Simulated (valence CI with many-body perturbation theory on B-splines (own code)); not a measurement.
## Isoelectronic trend, 13 electrons, Sr25+ to Te39+

Computed by valence CI with perturbative core correlation (CI+MBPT): three valence electrons over a frozen Dirac-Fock core [Ne], a basis of 11 s, 11 p, 9 d, 7 f, 5 g, 2 h, 1 i functions for each j, with the one-electron correlation potential Σ1, the two-electron term Σ2, the three-electron term Σ3, Breit, model QED; selected CI, second order for the rest (own B-spline code, finite nucleus). Basis and details of the method differ along the sequence, and some ions are missing.

Excitation energies in eV above the lowest level of each ion. Labels name the leading LS component, so a column can jump where levels mix; a blank means that no level of the computed list carries the label, and where several do, the lowest of them is shown. The ionisation energies from NIST are mostly theoretical or semi-empirical. By estimate, excited configurations hold to about 0.1 % in light ions and 0.5 % in heavy ones, terms of the ground configuration to 0.5 to 2 %, and small fine-structure intervals to 10 cm⁻¹ or more; near the neutral end and where shells cross, configurations can be misplaced by 0.1 to 0.6 eV.

```
  Ion    Lowest level  IE (eV)  IE, NIST (eV)  3s.3p2 4P_1/2  3s.3p2 4P_3/2  3s.3p2 2D_5/2  3s2.3d 2D_3/2  3s2.3d 2D_5/2  3s.3p2 2P_3/2  3p3 2P°_3/2
Sr25+  3s2.3p 2P°_1/2   1221.4       1211 ± 6          56.22          65.12          86.74          115.8          117.7          106.9        174.1
Zr27+  3s2.3p 2P°_1/2   1404.8       1392 ± 7          61.52          73.53          99.18          128.3          130.3          120.1        195.3
Nb28+  3s2.3p 2P°_1/2   1501.5       1488 ± 7          64.22          78.09          106.0          135.2          137.0          126.9             
Mo29+  3s2.3p 2P°_1/2   1601.5       1587 ± 8          66.94          82.89          113.4          142.7          144.1          134.0             
Tc30+  3s2.3p 2P°_1/2   1704.8       1689 ± 8          69.69          87.97          121.2          141.2          151.5          150.8             
Ru31+  3s2.3p 2P°_1/2   1811.6       1794 ± 8          72.47          93.32          129.5          148.5          159.3          159.6        190.7
Rh32+  3s2.3p 2P°_1/2   1921.7       1903 ± 9          75.26          98.98          138.4          156.0          167.4          169.1        199.5
Pd33+  3s2.3p 2P°_1/2   2035.2       2016 ± 9          78.08          105.0          147.8          163.8          176.1          179.3        208.6
Ag34+  3s2.3p 2P°_1/2   2152.2      2131 ± 10          80.93          111.3                         171.8          185.2          190.2        218.1
Cd35+  3s2.3p 2P°_1/2   2272.6      2250 ± 10          83.79          117.9                         180.1          194.8          201.9        228.0
In36+  3s2.3p 2P°_1/2   2396.6      2373 ± 11          86.67          125.0                         188.7          205.0          214.3        238.3
Sn37+  3s2.3p 2P°_1/2     2524      2499 ± 11          89.57          132.4                         197.6          215.9          227.5        249.0
Sb38+  3s2.3p 2P°_1/2     2655       2654 ± 4          92.49          140.2                         207.0          227.5          241.6        260.2
Te39+  3s2.3p 2P°_1/2   2789.6       2788 ± 4          95.43          148.5          159.0          216.8          216.4          256.6        271.8
```

(1) Does the computed ground configuration or its J change in this range?

Shares of the ionisation energy in eV, for some of the ions:

| Ion | Σ1 | Σ2 | Σ3 | Breit | QED |
| --- | --- | --- | --- | --- | --- |
| Sr25+ | 0.891 | -0.184 | -0.0546 | -0.820 | 0.0388 |
| Nb28+ | 0.923 | -0.178 | -0.0572 | -1.10 | 0.0459 |
| Tc30+ | 0.941 | -0.173 | -0.0587 | -1.32 | 0.0503 |
| Rh32+ | 0.961 | -0.169 | -0.0602 | -1.57 | 0.0541 |
| Ag34+ | 0.978 | -0.163 | -0.0615 | -1.85 | 0.0572 |
| In36+ | 0.995 | -0.158 | -0.0628 | -2.16 | 0.0591 |
| Sb38+ | 1.01 | -0.152 | -0.0640 | -2.51 | 0.0597 |

## Answers

(1) No, it stays 3s2.3p with J = 1/2; its leading component is 98 % 2P° at the start and 99 % 2P° at the end, where the leading jj configuration holds 99 %.
